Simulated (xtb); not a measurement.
4-ethenyl-2,3-dihydroazete (C5H7N), SMILES C1C(=NC1)C=C. All values are semi-empirical tight-binding results from xtb (GFN2-xTB unless named), good for trends rather than for accurate numbers. Coordinates come from a GFN2-xTB optimisation. The values are those of a single conformer.

Question: Estimate the properties. (The exact figures need the calculation; the answer reports its results.)

Answer: 
```yaml
point_group_as_xtb_finds_it: Cs
orbital_gap: 2.62 eV
dipole_moment: 2.23 D
zero_point_energy: 66.3 kcal/mol
G − E(el) at 298.15 K (modified RRHO): 47.8 kcal/mol
static polarisability (D4 model): 62.8 bohr³
solvation energy, GFN2-xTB/ALPB(water): -3.2 kcal/mol
solvation energy, GFN2-xTB/ALPB(acetonitrile): -5.2 kcal/mol
```

Computed IR lines (harmonic; lines under 4 % of the strongest left out, lines within 3 cm⁻¹ merged):
ν (cm⁻¹): 899 (w), 987 (w), 1013 (m), 1054 (w), 1253 (m), 1327 (m), 1395 (m), 1622 (m), 1659 (w), 2979 (w), 2999 (vs), 3003 (m), 3053 (m), 3108 (w), 3144 (m) (against the strongest line: vs over 80 %, s over 45 %, m over 15 %, w over 4 %, vw less)
